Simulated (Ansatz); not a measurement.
Input file for Ansatz (a quantum-chemistry and plane-wave program): R-CCSD(T)/aug-cc-pVDZ on HF (SMILES F) with ghost functions.

Ansatz 0.2 input:
```yaml
crystal:
  periodic: [false, false, false]
  atoms:
    - {symbol: F, position_ang: [-0.04811267, -0.99302390, -0.13729845]}
    - {symbol: H, position_ang: [0.03747627, -0.48044510, 0.64394619]}
basis:
  gaussian:
    orbitals: aug-cc-pVDZ
    ghost_atoms:
      - {symbol: C, position_ang: [0.31092880, 1.14180635, 3.10604099]}
      - {symbol: N, position_ang: [0.20450529, 0.51457408, 2.15693987]}
      - {symbol: H, position_ang: [0.41038558, 1.72779514, 3.99264252]}
magnetization: {spin_polarized: false}
correlation: {method: ccsd_t, electrons: outside_noble_gas}
scf: {lower_state_search: off}
```

Output:

```
WARN ansatz: RAYON_NUM_THREADS=1 ignored (pool sized by the plan → 1); use --threads N
Functional definition: HF
these checks for a lower state are left out or cut short: stability, starts, cluster_reference, orbital_swaps, neighbouring_geometries, increment
integrals: 0.07 GiB planned
629 factors; integrals over basis functions are off by at most 1.0e-3 eV
mean field: 0.10 GiB planned
mean field evaluation 1: about -2721.0359 eV, gradient 2.4e1 eV
mean field evaluation 2: about -2721.0358 eV, gradient 2.4e1 eV
mean field evaluation 4: about -2722.0118 eV, gradient 1.2e0 eV
mean field evaluation 8: about -2722.0167 eV, gradient 5.4e-5 eV
mean field -2722.01666484 eV, -100.0322673838 hartree, gradient 1.4e-6 eV, S^2 0.000000; 0 other end points of the search recorded, 0 dependent functions left out
1 core orbitals not correlated
reference -2722.01666484 eV, -100.0322673838 hartree; 4, 4 occupied and 82, 82 virtual orbitals, 629 factors
second order -6.09532343 eV of doubles, -0.00000000 eV of singles
coupled cluster: 0.21 GiB planned
cycle   1  -6.05448659 eV  change    4.1e-2 eV  update   5.3e-2
cycle   2  -6.16541765 eV  change   -1.1e-1 eV  update   1.3e-2
cycle   3  -6.19567654 eV  change   -3.0e-2 eV  update   6.6e-3
cycle   4  -6.19314509 eV  change    2.5e-3 eV  update   9.1e-4
cycle   5  -6.19255256 eV  change    5.9e-4 eV  update   3.3e-4
cycle   6  -6.19265783 eV  change   -1.1e-4 eV  update   7.9e-5
cycle   7  -6.19265509 eV  change    2.7e-6 eV  update   2.6e-5
cycle   8  -6.19264164 eV  change    1.3e-5 eV  update   7.9e-6
cycle   9  -6.19263925 eV  change    2.4e-6 eV  update   2.1e-6
perturbative correction -0.11782813 eV, -0.0043301038 hartree
Total energy: -2728.32713222 eV, -100.2641727825 hartree
Checks for a lower state left out: stability, starts, cluster_reference, orbital_swaps, neighbouring_geometries, increment
```

The run converged.

Cost: very roughly 1.4 core-seconds.
